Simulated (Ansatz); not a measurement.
Input for Ansatz (a first-principles code): R-B3LYP/def2-TZVPP on BrH3PbSi (SMILES [SiH3][Pb][Br]), a point of a torsion scan. Elements past Kr take the def2 small-core potentials; no spin–orbit coupling.

Ansatz 0.2 input:
```yaml
crystal:
  periodic: [false, false, false]
  atoms:
    - {symbol: Si, position_ang: [-0.77423353, 0.00866053, -0.03333005]}
    - {symbol: Pb, position_ang: [1.51216261, 1.45333235, -0.02009792]}
    - {symbol: Br, position_ang: [2.79699770, -0.07350598, -1.67748696]}
    - {symbol: H, position_ang: [-1.12126280, -0.48952518, 1.30303227]}
    - {symbol: H, position_ang: [-1.93533159, 0.81987016, -0.41871928]}
    - {symbol: H, position_ang: [-0.81902645, -1.16079514, -0.90209113]}
basis:
  gaussian:
    orbitals: def2-TZVPP
hamiltonian:
  xc: {name: B3LYP}
scf: {lower_state_search: off}
```

It printed:

```
WARN ansatz: RAYON_NUM_THREADS=1 ignored (pool sized by the plan → 1); use --threads N
Functional definition: B3LYP
these checks for a lower state are left out or cut short: stability, starts, cluster_reference, orbital_swaps, neighbouring_geometries, increment
integrals: 0.11 GiB planned
1311 factors; their error is unknown
mean field: 0.98 GiB planned
mean field evaluation 1: about -83223.6990 eV, gradient 2.2e1 eV
mean field evaluation 2: about -83221.2100 eV, gradient 3.7e1 eV
mean field evaluation 4: about -83225.7852 eV, gradient 2.7e0 eV
mean field evaluation 8: about -83225.8008 eV, gradient 4.0e-2 eV
mean field evaluation 16: about -83226.1882 eV, gradient 5.4e-5 eV
mean field -83226.18819483 eV, -3058.5060034235 hartree, gradient 6.4e-6 eV, S^2 0.000000; 0 other end points of the search recorded, 0 dependent functions left out
reference -83226.18845977 eV, -3058.5060131600 hartree; 37, 37 occupied and 145, 145 virtual orbitals, 1311 factors
Total energy: -83226.18845977 eV, -3058.5060131600 hartree
Checks for a lower state left out: stability, starts, cluster_reference, orbital_swaps, neighbouring_geometries, increment
```

The run converged.

Cost: around 6 core-seconds (rough).
